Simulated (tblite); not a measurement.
Species: C₃H₁₄BNSi.
Atom-mapped SMILES: `[CH3:1][SiH2:2][CH2:3][B@H-:4]([CH3:5])[NH3+:6]` (hydrogens: H7, H8, H9 on C1; H10, H11 on Si2; H12, H13 on C3; H14 on B4; H15, H16, H17 on C5; H18, H19, H20 on N6)

Computed with GFN2-xTB (tblite), gas phase: L-BFGS steps from a force-field or distance-geometry start until the largest atomic force falls under 0.01 eV/Å.

The end geometry, which sets the zero of energy:
```
atom  x, y, z in Å
C1      2.9822    0.7485   -1.0800
Si2     1.7204    0.3977    0.2959
C3      0.1646   -0.4331   -0.3812
B4     -1.0586   -0.6670    0.6716
C5     -2.3897   -1.2889   -0.0203
N6     -1.5089    0.8504    1.1520
H7      3.8613    1.2496   -0.6868
H8      2.5629    1.3835   -1.8550
H9      3.3133   -0.1703   -1.5549
H10     2.3731   -0.3752    1.3605
H11     1.3834    1.7218    0.9034
H12    -0.1907    0.1301   -1.2511
H13     0.4618   -1.4046   -0.7812
H14    -0.7259   -1.2307    1.6680
H15    -2.7158   -0.7200   -0.8924
H16    -2.2187   -2.3069   -0.3615
H17    -3.2353   -1.3328    0.6677
H18    -2.2564    0.7896    1.8340
H19    -1.8299    1.3514    0.3304
H20    -0.6983    1.3176    1.5441
```

**Question.** These geometries come from the run, each turned onto the end geometry. Order them by energy, lowest first.
A.
```
atom  x, y, z in Å
C1      3.0483    0.6695   -1.0733
Si2     1.7430    0.4011    0.2838
C3      0.1296   -0.2992   -0.4108
B4     -1.0400   -0.6236    0.6770
C5     -2.3326   -1.3489    0.0235
N6     -1.6169    0.8563    1.1399
H7      3.9806    1.0374   -0.6556
H8      2.7148    1.3973   -1.8072
H9      3.2704   -0.2490   -1.6089
H10     2.3260   -0.4374    1.3423
H11     1.4858    1.7389    0.8967
H12    -0.2568    0.3812   -1.1783
H13     0.3686   -1.2192   -0.9481
H14    -0.6362   -1.1476    1.6662
H15    -2.7094   -0.8042   -0.8419
H16    -2.0989   -2.3530   -0.3171
H17    -3.1646   -1.4483    0.7205
H18    -2.3244    0.7356    1.8566
H19    -2.0345    1.2855    0.3203
H20    -0.8579    1.4383    1.4777
```
B.
```
atom  x, y, z in Å
C1      3.0253    0.7230   -1.0726
Si2     1.7212    0.4168    0.2773
C3      0.1555   -0.3915   -0.4013
B4     -1.0451   -0.6562    0.6686
C5     -2.3723   -1.3017   -0.0046
N6     -1.5521    0.8381    1.1520
H7      3.9455    1.1147   -0.6475
H8      2.6748    1.4381   -1.8123
H9      3.2723   -0.1981   -1.5939
H10     2.3376   -0.3571    1.3611
H11     1.3958    1.7444    0.8746
H12    -0.2129    0.1964   -1.2485
H13     0.4434   -1.3516   -0.8335
H14    -0.6907   -1.2032    1.6659
H15    -2.7161   -0.7393   -0.8734
H16    -2.2064   -2.3175   -0.3496
H17    -3.2078   -1.3444    0.6947
H18    -2.2224    0.7395    1.9060
H19    -2.0010    1.2752    0.3547
H20    -0.7497    1.3851    1.4455
```
C.
```
atom  x, y, z in Å
C1      3.0566    0.6290   -1.0762
Si2     1.7486    0.4084    0.2871
C3      0.1066   -0.2015   -0.4228
B4     -1.0498   -0.5797    0.6634
C5     -2.2983   -1.4031    0.0322
N6     -1.6677    0.8853    1.1319
H7      4.0013    0.9655   -0.6588
H8      2.7522    1.3570   -1.8231
H9      3.2433   -0.3082   -1.5940
H10     2.2981   -0.5047    1.2979
H11     1.5645    1.7240    0.9562
H12    -0.2801    0.5325   -1.1382
H13     0.3151   -1.0852   -1.0277
H14    -0.6330   -1.0714    1.6658
H15    -2.7370   -0.9199   -0.8417
H16    -1.9781   -2.3922   -0.2888
H17    -3.1038   -1.5555    0.7534
H18    -2.3975    0.7537    1.8243
H19    -2.0475    1.3491    0.3130
H20    -0.8986    1.4277    1.5094
```
D.
```
atom  x, y, z in Å
C1      3.0149    0.7275   -1.0679
Si2     1.7139    0.4223    0.2833
C3      0.1563   -0.3981   -0.4021
B4     -1.0544   -0.6573    0.6606
C5     -2.3833   -1.3055   -0.0119
N6     -1.5414    0.8470    1.1533
H7      3.9333    1.1240   -0.6452
H8      2.6680    1.4357   -1.8144
H9      3.2630   -0.1948   -1.5853
H10     2.3400   -0.3594    1.3565
H11     1.3857    1.7546    0.8769
H12    -0.2047    0.1758   -1.2618
H13     0.4585   -1.3615   -0.8173
H14    -0.6967   -1.2122    1.6539
H15    -2.7253   -0.7460   -0.8844
H16    -2.2022   -2.3242   -0.3459
H17    -3.2191   -1.3517    0.6883
H18    -2.2029    0.7537    1.9154
H19    -1.9847    1.3083    0.3662
H20    -0.7241    1.3723    1.4450
```
E.
```
atom  x, y, z in Å
C1      3.0197    0.6010   -1.0580
Si2     1.7149    0.3950    0.3032
C3      0.0980   -0.1744   -0.4750
B4     -1.0199   -0.5268    0.6557
C5     -2.2433   -1.3950    0.0365
N6     -1.6586    0.9103    1.1401
H7      3.9723    0.9330   -0.6575
H8      2.7010    1.3224   -1.8059
H9      3.1887   -0.3402   -1.5753
H10     2.1965   -0.5764    1.2996
H11     1.5165    1.7037    0.9820
H12    -0.2647    0.5386   -1.2251
H13     0.3016   -1.0773   -1.0549
H14    -0.5497   -1.0074    1.6516
H15    -2.6947   -0.9475   -0.8530
H16    -1.8699   -2.3703   -0.2727
H17    -3.0450   -1.5778    0.7549
H18    -2.3912    0.7217    1.8155
H19    -2.0521    1.4033    0.3448
H20    -0.9252    1.4746    1.5566
```

**Answer.** D (0.004 eV), B (0.007 eV), A (0.018 eV), C (0.032 eV), E (0.073 eV).

In the order of the answer:

```
step  E above end (eV)  largest force (eV/Å)  rms force component (eV/Å)  rms distance from end (Å)  rms bond change (Å)  bond most changed (Å)
  53             0.004                  0.03                       0.010                      0.075                0.001           B4–N6 +0.002
  49             0.007                  0.07                       0.024                      0.083                0.002           B4–N6 -0.004
  39             0.018                  0.08                       0.026                      0.154                0.002           B4–C5 -0.004
  24             0.032                  0.06                       0.021                      0.232                0.002         Si2–H11 -0.008
   8             0.073                  0.24                       0.065                      0.262                0.004          B4–H14 +0.009
```

The cost below is that of the whole relaxation. The run took 0.48 s wall on one thread, Intel Xeon 6975P-C (x86_64), no GPU, on a shared host.
